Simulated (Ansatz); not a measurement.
A run for Ansatz (a program for electronic structure): R-CCSD(T)/aug-cc-pVDZ on N2 (SMILES N#N) with ghost functions, monomers drawn apart or pushed together.

Ansatz 0.2 input:
```yaml
crystal:
  periodic: [false, false, false]
  atoms:
    - {symbol: N, position_ang: [0.35842510, 0.06215926, -0.26468266]}
    - {symbol: N, position_ang: [-0.49305022, -0.03038760, 0.41040955]}
basis:
  gaussian:
    orbitals: aug-cc-pVDZ
    ghost_atoms:
      - {symbol: F, position_ang: [0.66168392, -1.52769017, 5.86771934]}
      - {symbol: C, position_ang: [-0.07931543, -0.49416300, 6.35682155]}
      - {symbol: F, position_ang: [0.55505873, 0.67244531, 6.05186827]}
      - {symbol: H, position_ang: [-0.13509439, -0.58776987, 7.44255861]}
      - {symbol: H, position_ang: [-1.05362508, -0.50039132, 5.86720642]}
magnetization: {spin_polarized: false}
correlation: {method: ccsd_t, electrons: outside_noble_gas}
scf: {lower_state_search: off}
```

The head of its log:

```
WARN ansatz: RAYON_NUM_THREADS=1 ignored (pool sized by the plan → 1); use --threads N
Functional definition: HF
these checks for a lower state are left out or cut short: stability, starts, cluster_reference, orbital_swaps, neighbouring_geometries, increment
integrals: 0.23 GiB planned
1009 factors; integrals over basis functions are off by at most 1.3e-3 eV
mean field: 0.21 GiB planned
mean field evaluation 1: about -2964.6794 eV, gradient 1.0e1 eV
mean field evaluation 2: about -2964.6855 eV, gradient 1.0e1 eV
mean field evaluation 4: about -2964.9907 eV, gradient 3.8e-1 eV
mean field evaluation 8: about -2964.9912 eV, gradient 2.7e-5 eV
mean field -2964.99115804 eV, -108.9614153148 hartree, gradient 6.8e-7 eV, S^2 0.000000; 0 other end points of the search recorded, 0 dependent functions left out
2 core orbitals not correlated
reference -2964.99115804 eV, -108.9614153148 hartree; 5, 5 occupied and 126, 126 virtual orbitals, 1009 factors
```

Question: Predict the final total energy.

Answer: -109.2929 hartree (reference determinant -108.9614, T1 diagnostic 0.013).
